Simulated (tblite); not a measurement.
Species: C6H13NOP (charge +1).
Geometry (GFN2-xTB, Å), atoms numbered from 1 in this order:
```xyz
22
C6H13NOP angstrom
C     -1.699    0.332    1.342
P     -0.919    0.068   -0.262
N     -2.120    0.184   -1.380
C      0.290    1.362   -0.652
C      1.560    1.174    0.185
C      2.155   -0.210   -0.044
O      3.180   -0.384   -0.633
C      1.318   -1.355    0.511
C      0.014   -1.504   -0.280
H     -2.239    1.278    1.317
H     -2.398   -0.478    1.549
H     -0.951    0.363    2.132
H     -1.865    0.125   -2.358
H     -2.994   -0.290   -1.189
H      0.529    1.296   -1.718
H     -0.161    2.341   -0.469
H      2.301    1.919   -0.108
H      1.345    1.304    1.248
H      1.109   -1.173    1.567
H      1.898   -2.277    0.431
H     -0.601   -2.307    0.134
H      0.237   -1.751   -1.323
```

Computed with GFN2-xTB (tblite): harmonic, unscaled wavenumbers at the GFN2-xTB geometry, gas phase. Against measured fundamentals such values can be off by several per cent, at times by over 20. One conformer, not necessarily the lowest.

Harmonic wavenumbers (cm⁻¹): 53.3, 117.3, 131.1, 136.1, 204.4, 223.2, 238.2, 249.7, 279.4, 326.3, 353.6, 425.3, 496.2, 542.0, 638.9, 674.0, 707.1, 752.9, 761.6, 781.1, 815.7, 863.9, 880.7, 898.9, 908.0, 950.9, 988.3, 1006.9, 1036.4, 1041.6, 1093.9, 1104.6, 1157.3, 1197.5, 1237.1, 1244.3, 1283.3, 1298.7, 1315.2, 1390.6, 1393.2, 1403.2, 1410.4, 1412.8, 1447.4, 1458.7, 1808.5, 2936.5, 2942.6, 2947.4, 2954.6, 2983.1, 2990.0, 2998.3, 3004.8, 3008.7, 3010.2, 3019.5, 3382.8, 3412.5.

A = 2448, B = 987.5, C = 925.2 MHz; mass 146.073 u (most abundant isotopes); point group C1, symmetry number 1.

Task: Zero-point energy?

Result: Half the sum of the wavenumbers: 39865 cm⁻¹ = 113.98 kcal/mol.

Task: Give the ideal-gas entropy at 298.15 K and 1 bar in the rigid-rotor, harmonic-oscillator model (classical rotation).

Result: Translation 40.87, rotation 29.35, vibration 30.74: S = 101.0 cal/(mol K).

Task: And Cp and H(298.15 K) − H(0)?

Result: Cp = 43.49 cal/(mol K), of which vibrations give 35.54 (their classical limit is 60 R = 119.2); H(298.15 K) − H(0) = 7.49 kcal/mol without the zero-point energy, 5.12 from vibrations.

Task: Blend soft modes into free rotors: weight 1/[1 + (100 cm⁻¹/ν̃)⁴] for the oscillator and the rest for a rotor with moment μB/(μ + B), μ = h/(8π²ν), B = 10⁻⁴⁴ kg m². What vibrational entropy results?

Result: 29.34 cal/(mol K) in place of 30.74, which changes −T·S at 298.15 K by +0.42 kcal/mol.

Task: What must be added to the electronic energy to get the Gibbs energy at 298.15 K and 1 bar?

Result: ZPE + [H(298.15 K) − H(0)] − T·S = 113.98 + 7.49 − 30.10 = 91.37 kcal/mol.

Task: Which modes carry the vibrational entropy at 298.15 K?

Result: 53.3 cm⁻¹: 4.69; 117.3 cm⁻¹: 3.14; 131.1 cm⁻¹: 2.93; 136.1 cm⁻¹: 2.86; 204.4 cm⁻¹: 2.09; 223.2 cm⁻¹: 1.93 cal/(mol K); the other 54 give 13.09 together.

Hindered rotation and anharmonicity are outside this model. Other conformers, if any are populated, would add a mixing term that is left out. The structure is chiral; the term R ln 2 for an equal mix with its mirror image is left out.
